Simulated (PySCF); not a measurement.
**CuH₂ + 2 F₂ → CuF₂ + 2 HF**

Level: PBE0 in the def2-TZVP basis family, all electrons, no relativity, computed in PySCF with density fitting; open shells unrestricted.

| species | state and structure | E (Eh) | ZPE (kJ/mol) | H(298 K) − H(0) (kJ/mol) | S° (J/(mol K)) |
| --- | --- | --- | --- | --- | --- |
| CuH₂ | doublet, C2v, Cu–H 1.521 Å (×2); H–Cu–H 120.5° | -1641.38747 | 24.3 | 10.3 | 223.1 |
| F₂ | singlet, D∞h, F–F 1.376 Å | -199.40856 | 6.6 | 8.7 | 201.9 |
| CuF₂ | doublet, D∞h, Cu–F 1.724 Å (×2) | -1839.86890 | 10.4 | 12.4 | 256.6 |
| HF | singlet, C∞v, H–F 0.920 Å | -100.39188 | 24.9 | 8.7 | 173.6 |

Task: What is the electronic reaction energy?

Result: At PBE0/def2-TZVP, ΔE = -1176.4 kJ/mol from the differences of the total energies times 2625.5, downhill. 

Task: Add zero-point, thermal and entropy terms for 298.15 K and 1 bar.

Result: ΔZPE = 22.7 and Δ[H(298) − H(0)] = 2.1 kJ/mol give ΔH° = -1151.6 kJ/mol. ΔS° = -23.1 J/(mol K), so ΔG° = -1151.6 − 298.15 × (-0.0231) = -1145 kJ/mol.

Open d or f shells are single determinants, so the state found may not be the ground state. The structures come from searches over a few start shapes, so lower isomers are not excluded.
